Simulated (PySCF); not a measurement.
Run record: geometry optimisation, `Brc1ccccc1` (bromobenzene).

Computed with PBE0-D3(BJ)/def2-SVP geometry optimisation, gas phase (PySCF 2.14.0). Start geometry: MMFF94s. A driver script takes a list of jobs; this job's settings line and coordinates (Å) are shown.

Input:
```
{"job": {"xc": "PBE0", "basis": "def2-SVP", "d3": "d3bj", "grid": 1, "kind": "geom"}, "charge": 0, "multiplicity": 1}
Br     3.208010     0.218645     0.004712
C      1.321712     0.090082     0.001932
C      0.549392     1.250853    -0.016252
C     -0.842908     1.154251    -0.018268
C     -1.455884    -0.099227    -0.002124
C     -0.678554    -1.257947     0.016036
C      0.713978    -1.164747     0.018088
H      1.019709     2.230269    -0.028876
H     -1.449924     2.055950    -0.032420
H     -2.540676    -0.173162    -0.003700
H     -1.157651    -2.233672     0.028597
H      1.312795    -2.071296     0.032273
```

Output:
```
step   0  E = -2804.76334737  max force = 0.008200
step   1  E = -2804.76357245  max force = 0.001430
step   2  E = -2804.76357076  max force = 0.001852
step   3  E = -2804.76358825  max force = 0.000771
step   4  E = -2804.76358928  max force = 0.000288
optimisation converged
```

Energies in Eh; «max force» is the largest Cartesian gradient component in Eh/bohr.

How much energy does the optimisation release, in kcal/mol?

E(step 0) − E(last step) = 0.000242 Eh, which is 0.2 kcal/mol.

Give the first gradient maximum in eV/Å.

With 1 Eh/bohr = 51.422 eV/Å, 0.422 eV/Å.

Summary of the converged run: final energy -2804.76359 Eh after 4 steps; dipole 1.62 D.

Give the final coordinates.

0.009 Å rms from the input after alignment:
```
atom  x, y, z in Å
Br1    3.1758    0.2187    0.3603
C2     1.3041    0.0887    0.1480
C3     0.5451    1.2542    0.0501
C4    -0.8360    1.1514   -0.1062
C5    -1.4495   -0.0990   -0.1641
C6    -0.6765   -1.2549   -0.0652
C7     0.7058   -1.1694    0.0913
H8     1.0321    2.2297    0.0962
H9    -1.4354    2.0617   -0.1827
H10   -2.5324   -0.1728   -0.2861
H11   -1.1504   -2.2383   -0.1101
H12    1.3172   -2.0700    0.1686
```

The run took about 40 s of CPU time (one thread, shared machine).
Labels such as C1 count atoms from 1, the log's own numbers from 0.
